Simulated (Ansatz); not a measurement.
Reaction (formal exchange of groups at a C–F bond): `F/C=C(\F)C(F)F` + `FCF` → `F/C(=C/C(F)F)C(F)F` + H–F

Isolated molecules relaxed with PBE0-D4/def2-TZVP in Ansatz; ΔE leaves out vibrations. CBS: MP2 limit from def2 TZ/QZ plus the TZ coupled-cluster correction, frozen cores. This one scheme is used for every species. Double bonds are as drawn, so ΔE can hold a change between cis and trans. Each species was taken in one conformer, which may not be the lowest.

`F/C=C(\F)C(F)F`:

```xyz
9

F    -1.709   -1.853   -0.493
C    -0.830   -1.086    0.134
C    -0.263   -0.049   -0.458
F    -0.543    0.293   -1.713
C     0.725    0.863    0.188
F     0.893    0.527    1.486
F     1.928    0.759   -0.429
H    -0.615   -1.368    1.155
H     0.414    1.912    0.131
```

`FCF`:

Z-matrix (Å, degrees):
```
C
F 1 1.351
F 1 1.351 2 108.6
H 1 1.093 2 108.8 3 118.2
H 1 1.094 2 108.8 3 -118.2
```

`F/C(=C/C(F)F)C(F)F`:

Cartesian coordinates in Å:
```
F 2.031 0.362 1.042
C 0.837 0.261 0.448
C 0.462 -0.898 -0.062
C -0.825 -1.213 -0.737
F -1.387 -2.284 -0.117
F -0.571 -1.591 -2.019
C 0.162 1.601 0.503
F -0.920 1.660 -0.301
F -0.247 1.848 1.769
H 1.153 -1.731 0.019
H -1.555 -0.407 -0.756
H 0.860 2.392 0.210
```

H–F:

Cartesian coordinates in Å:
```
F -0.259 0.181 0.334
H 0.259 -0.181 -0.334
```

```csv
species,CCSD(T)/CBS(def2) energy (Eh)
`F/C=C(\F)C(F)F`,-514.47128
`FCF`,-238.82660
`F/C(=C/C(F)F)C(F)F`,-652.92938
H–F,-100.39570
```

Q: Work out ΔE.

A: ΔE = (-652.92938) + (-100.39570) − (-514.47128) − (-238.82660) = -0.02720 Eh = -17.1 kcal/mol.

Largest T1 diagnostic among the species: 0.012.

In def2-TZVPP, CCSD(T) changes the Hartree–Fock value by −5.6 kcal/mol (the triples alone add −0.7 kcal/mol) and MP2 by −7.5 kcal/mol. At CCSD(T), def2-SVP lies +3.0 kcal/mol from the extrapolated value and def2-TZVPP +1.0 kcal/mol. From BLYP to BHLYP (50 % exact exchange), in def2-TZVPP and without D4, ΔE moves by −1.9 kcal/mol.
